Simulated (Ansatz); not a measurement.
Molecule: C4H11Ge (charge 0, doublet). SMILES: C([CH2][GeH3])[CH]C

Atoms: C1, C2, C3, C4, Ge5, H6, H7, H8, H9, H10, H11, H12, H13, H14, H15, H16. Bonds: C1-C2, C1-H6, C1-H7, C1-H8, C2-C3, C2-H9, C3-C4, C3-H10, C3-H11, C4-Ge5, C4-H12, C4-H13, Ge5-H14, Ge5-H15, Ge5-H16.

Bond lengths (Å) and angles (degrees) optimised at HF/STO-3G with Ansatz (a first-principles code); HF/3-21G with Ansatz; PBE/6-31G* with LANL2DZ past Ar with Ansatz, each started from the B3LYP-D3(BJ)/def2-TZVP structure (Ansatz) of the last column. A row stands for all coordinates that are equal there; 11 of 39 kinds are shown. 6-31G* holds six Cartesian d functions. No wavenumbers were computed at HF/STO-3G, PBE/6-31G* with LANL2DZ past Ar, so these may be saddle points.

```
coordinate  HF/STO-3G  HF/3-21G  PBE/6-31G* with LANL2DZ past Ar  B3LYP-D3(BJ)/def2-TZVP
----------  ---------  --------  -------------------------------  ----------------------
C1-C2           1.520     1.508                            1.492                   1.485
C1-H6           1.087     1.086                            1.107                   1.096
C1-H7           1.086     1.084                            1.104                   1.091
C1-H8           1.090     1.090                            1.115                   1.102
C2-C3           1.525     1.509                            1.497                   1.488
C2-H9           1.085     1.076                            1.097                   1.084
C3-C4           1.549     1.546                            1.542                   1.531
C3-H10          1.093     1.091                            1.117                   1.104
C1-C2-C3        120.0     119.9                            122.0                   121.0
C2-C3-C4        112.6     112.2                            113.2                   113.9
C3-C4-Ge5       114.3     113.9                            113.6                   113.5
```

Mean signed difference of all 15 bond lengths from B3LYP-D3(BJ)/def2-TZVP: HF/STO-3G -0.023 Å, HF/3-21G -0.001 Å, PBE/6-31G* with LANL2DZ past Ar 0.014 Å.
